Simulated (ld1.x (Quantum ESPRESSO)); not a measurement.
## What one change does to a pseudopotential (indium, TM)

```json
{
  "Element": "indium",
  "Generator": "ld1.x (Quantum ESPRESSO) 7.5",
  "Type": "norm-conserving Troullier–Martins (Kleinman–Bylander form)",
  "Functional": "LDA (PZ)",
  "Relativity": "scalar-relativistic",
  "Frozen core": "[Kr]",
  "Valence charge": "13",
  "Reference configuration": "4d10 5s2 5p0 (charge +1)",
  "Partial waves": "5s (bound): rc 1.90 bohr; 5p (bound, empty): rc 2.60 bohr; 4d (bound): rc 1.25 bohr; 4f channel at -0.15 Ry: rc 2.80 bohr",
  "Local potential": "all-electron potential smoothed inside 1.90 bohr (lloc = -2)",
  "Core correction": "none"
}
```

Change: wave 4d (bound): rc 1.25 bohr becomes 4d (bound): rc 1.40 bohr.

Cutoffs: the cutoffs (Ry, on a coarse ladder) from which the occupation-weighted sum of valence levels, in a spherical-Bessel basis at the reference potential, stays within 10 and 1 mRy of its value at 400 Ry; they do not see the model core or the augmentation charge, which bear on the density cutoff. Errors are all-electron minus pseudo energies relative to the spin-unpolarised reference configuration.

Task: How do hardness, ghosts and transferability respond?

Result: The potential gets neither clearly harder nor softer (90 Ry and 140 Ry → 90 Ry and 140 Ry); the errors of the 9 common tests hardly move; neither file shows a bound ghost.

| quantity | base | changed |
| --- | --- | --- |
| cutoff, loose | 90 Ry | 90 Ry |
| cutoff, tight | 140 Ry | 140 Ry |
| bound ghosts | none | none |
| error for 4d10 5s2 5p1, meV [ΔE -5.59 eV] | +2.5 | +2.5 |
| error for 4d10 5s1 5p0, meV [ΔE 19.66 eV] | +2.2 | +2.3 |
| error for 4d10 5s0 5p0, meV [ΔE 48.40 eV] | +9.0 | +9.3 |
| error for 4d10 5s1 5p2, meV [ΔE 0.34 eV] | -0.7 | -0.7 |
| error for 4d9 5s2 5p2, meV [ΔE 12.61 eV] | -195 | -193 |
| error for 4d9 5s0 5p0, meV [ΔE 105.01 eV] | -0.2 | -0.3 |
| error for 4d10 5s0 5p3, meV [ΔE 6.57 eV] | -3.4 | -3.4 |
| error for 4d10 5s2 5p1 (spin-polarised), meV [ΔE -5.71 eV] | +4.0 | +4.0 |
| error for 4d10 5s1 5p0 (spin-polarised), meV [ΔE 19.44 eV] | +10 | +10 |
| s: phases at 3.05 bohr within 0.05 rad from the reference energy up to (Ry; the scan ends near 5) | 0.5 | 0.5 |
| p: phases at 3.05 bohr within 0.05 rad from the reference energy up to (Ry; the scan ends near 5) | 1.4 | 1.4 |
| d: phases at 3.05 bohr within 0.05 rad from the reference energy up to (Ry; the scan ends near 5) | 0.1 | 0.1 |
| f: phases at 3.05 bohr within 0.05 rad from the reference energy up to (Ry; the scan ends near 5) | 2.1 | 2.1 |
